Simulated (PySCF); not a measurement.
This PySCF input asks for the NMR shieldings of SMILES O[C@@H]1C[C@@H](CF)[SiH2][C@H]1CF, C6H12F2OSi; the geometry comes from GFN2-xTB.

```python
import basis_set_exchange as bse
import numpy as np
from pyscf import gto, dft
from pyscf.prop import nmr

atoms = """
O    -0.925112   -1.860719   -1.224599
C    -0.980796   -0.456096   -1.073200
C     0.413695    0.157976   -1.207508
C     1.288792   -0.400444   -0.078338
C     2.374352    0.587341    0.310687
F     3.144851    0.069243    1.328070
Si    0.071660   -0.803980    1.348187
C    -1.473298   -0.248574    0.359447
C    -1.912372    1.167481    0.663014
F    -0.827451    2.005603    0.829061
H    -0.453191   -2.072473   -2.037306
H    -1.671126   -0.022621   -1.817851
H     0.835790   -0.060776   -2.192933
H     0.333571    1.241111   -1.115702
H     1.781308   -1.315793   -0.415892
H     3.059994    0.796217   -0.519711
H     1.947582    1.522752    0.685022
H     0.270477    0.032995    2.528693
H     0.025210   -2.230308    1.657030
H    -2.332431   -0.900257    0.511844
H    -2.513903    1.603950   -0.143268
H    -2.468011    1.206763    1.604403
"""
names = dict.fromkeys(["O", "C", "F", "Si", "H"], "pcSseg-1")
basis = {el: gto.basis.parse(bse.get_basis(n, elements=[el], fmt="nwchem")) for el, n in names.items()}
mol = gto.M(atom=atoms, basis=basis, charge=0, verbose=0)
mf = dft.RKS(mol, xc="PBE0")
mf.grids.level = 2
mf.grids.alignment = dft.numint.BLKSIZE   # the property module wants whole blocks of grid points
mf.conv_tol = 1e-9
mf.kernel()

calc = nmr.RKS(mf)   # GIAO
C = mf.mo_coeff
Co = C[:, mf.mo_occ > 0]
resp = mf.gen_response(singlet=True, hermi=2)
def vind(x):   # induced exchange potential for any number of trial vectors
    d = np.einsum("pi,xij,qj->xpq", C, 2 * x.reshape(-1, C.shape[1], Co.shape[1]), Co, optimize=True)
    return np.einsum("xpq,pi,qj->xij", resp(d - d.transpose(0, 2, 1)), C, Co, optimize=True).ravel()
mo1, _ = nmr.rhf.solve_mo1(calc, with_cphf=vind)
sigma = calc.kernel(mo1)
for i, s in enumerate(sigma):   # ppm
    print("%2d %-2s %9.2f" % (i, mol.atom_pure_symbol(i), np.trace(s) / 3))
```

Problem. What does it print?

Solution. 
```
 0 O     257.01
 1 C     103.10
 2 C     147.83
 3 C     161.73
 4 C      99.17
 5 F     400.91
 6 Si    374.61
 7 C     150.17
 8 C      99.67
 9 F     418.59
10 H      31.45
11 H      27.23
12 H      30.04
13 H      30.28
14 H      29.69
15 H      26.71
16 H      27.12
17 H      27.33
18 H      27.19
19 H      30.21
20 H      26.87
21 H      26.80
```

These numbers come from an equivalent density-fitted implementation of the same equations, which agrees with the script to about 0.01 ppm for H and up to a few tenths of a ppm for heavy atoms, so last digits may differ.

Problem. Turn these shieldings into chemical shifts. Referencing at the same level of theory: $^{17}$O (336.08 ppm) against H2O; TMS for $^{13}$C (186.93 ppm) and $^{29}$Si (349.16 ppm) and $^{1}$H (31.72 ppm); CFCl3 for $^{19}$F (170.95 ppm).

Solution. Averaging equivalent atoms: O 0: 79.1; C 4: 87.8; C 8: 87.3; C 1: 83.8; C 2: 39.1; C 7: 36.8; C 3: 25.2; F 5: -230.0; F 9: -247.6; Si 6: -25.5; H 15: 5.01; H 21: 4.91; H 20: 4.85; H 16: 4.59; H 18: 4.52; H 11: 4.48; H 17: 4.39; H 14: 2.02; H 12: 1.68; H 19: 1.51; H 13: 1.44; H 10: 0.27 ppm. Unscaled 19F shifts against computed CFCl3 carry errors that often reach 10 to 50 ppm. Experimental scales use liquid or dissolved standards, which lie at an offset from isolated H2O (liquid H2O: subtract about 36 ppm).

Size and cost of the density-fitted run: 237 basis functions, 2.6 min wall time on 1 thread of an Intel Xeon, shared host; peak memory 1.1 GiB.
